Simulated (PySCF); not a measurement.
## Trend along the alkali metals: MSe cations

PBE0 with double-zeta basis sets in PySCF, for the lowest determinant that a PBE0 search found; no spin–orbit coupling. De refers to high-spin ground-configuration atoms (the charge goes to the atom of lower measured ionisation energy or higher electron affinity, which is not always the lowest computed limit). A positive dipole points towards Se; it is taken about the centre of mass and depends on that origin.

```tsv
M	basis	charged atom	state (unpaired electrons)	Re (Å)	ωe (cm⁻¹)	De (eV)	μ (D)
Li	def2-SVPD	Li+	triplet (π ↑↑)	2.585	315	0.91	-8.84
Na	def2-SVP	Na+	triplet (π ↑↑)	2.997	147	0.64	-9.18
K	def2-SVP	K+	triplet (π ↑↑)	3.490	89.8	0.41	-9.73
Rb	def2-SVP	Rb+	triplet (π ↑↑)	3.634	71.7	0.36	-6.99
Cs	def2-SVP	Cs+	triplet (π ↑↑)	3.861	58.3	0.31	-5.49
```

The shortest bond is that of LiSe⁺ (2.585 Å), the longest that of CsSe⁺ (3.861 Å).

The rows differ in basis set, which adds steps of its own.

Down a group the atoms grow and get heavier, so bonds lengthen and wavenumbers fall; this series shows no clear exception.

Weak bonds: CsSe⁺, KSe⁺, RbSe⁺. Basis-set superposition, not corrected here, can be much of De in a small basis, most of all at correlated wavefunction levels. Spin–orbit coupling is left out, which matters for elements this heavy, above all for dissociation energies. For an ion De counts to the pair picked by the measured ionisation energies or electron affinities, which need not be the lowest pair at this level. States were picked by a PBE0 search and need not be the measured ground states.
